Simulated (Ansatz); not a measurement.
A nudged elastic band was laid between two geometries of AlBH$_{5}$NS (9 atoms, charge 0, multiplicity 1).

All numbers below come from Ansatz, RKS B3LYP/def2-SVP.

```json
{
 "movable images": "9",
 "climbing image": "yes",
 "spring": "5.0 eV/Å²",
 "optimiser": "quadratic models (default)",
 "start path": "through a guess of the saddle point",
 "force threshold": "0.05 eV/Å",
 "iteration limit": "60",
 "end points": "relaxed"
}
```

First end point:

```xyz
9
Properties=species:S:1:pos:R:3
B -1.799 0.911 0.041
S -1.059 0.313 1.559
Al 0.923 -0.470 0.888
N 1.304 -0.681 -0.825
H -2.897 1.396 0.126
H -1.238 0.847 -1.025
H 1.974 -0.861 1.993
H 2.196 -1.026 -1.169
H 0.685 -0.475 -1.604
```

Last end point:

```xyz
9
Properties=species:S:1:pos:R:3
B -1.907 1.014 0.358
S -1.575 -0.728 0.127
Al 0.619 -0.425 0.409
N 1.695 -1.006 -0.872
H -1.021 1.792 0.634
H -3.036 1.408 0.229
H 1.207 0.274 1.688
H 2.707 -0.910 -0.862
H 1.399 -1.464 -1.729
```

**Question.** What changes between the two ends?

**Answer.** No bond is made or broken.

**Question.** What energy profile does the band end with?

**Answer.** It converged. The highest image is number 5 of 0 to 10, 0.43 eV above the first end and 0.46 eV above the last; the last end lies 0.03 eV below the first. A structure lower than the last end lies on the path between it and the top, so the climb from that side starts below the end, which may itself be a saddle point or a shallow side well. A vibrational analysis at the climbing image gives one clearly imaginary mode, 348i cm⁻¹: a first-order saddle point.

```json
{"image": "0", "path coordinate (Å)": "0.00", "energy (eV)": "0.00"}
{"image": "1", "path coordinate (Å)": "0.52", "energy (eV)": "0.00"}
{"image": "2", "path coordinate (Å)": "1.04", "energy (eV)": "0.05"}
{"image": "3", "path coordinate (Å)": "1.56", "energy (eV)": "0.19"}
{"image": "4", "path coordinate (Å)": "2.08", "energy (eV)": "0.35"}
{"image": "5", "path coordinate (Å)": "2.60", "energy (eV)": "0.43"}
{"image": "6", "path coordinate (Å)": "3.55", "energy (eV)": "0.21"}
{"image": "7", "path coordinate (Å)": "4.50", "energy (eV)": "0.03"}
{"image": "8", "path coordinate (Å)": "5.45", "energy (eV)": "0.01"}
{"image": "9", "path coordinate (Å)": "6.41", "energy (eV)": "-0.05"}
{"image": "10", "path coordinate (Å)": "7.36", "energy (eV)": "-0.03"}
```

**Question.** What is the geometry of the highest image?

**Answer.** 
```xyz
9
Properties=species:S:1:pos:R:3
B -1.729 0.839 -0.083
S -1.359 -0.183 1.383
Al 0.747 -0.639 0.937
N 1.360 -0.453 -0.716
H -1.516 2.026 -0.054
H -2.219 0.338 -1.065
H 1.671 -1.133 2.108
H 2.332 -0.580 -0.985
H 0.800 -0.261 -1.542
```

The band took 38 iterations and about 23 core-minutes.

The run took 12 min on 2 threads of Intel(R) Xeon(R) Platinum 8259CL CPU @ 2.50GHz (Skylake/Cascade Lake), with other jobs on the host, peak memory 0.21 GiB.
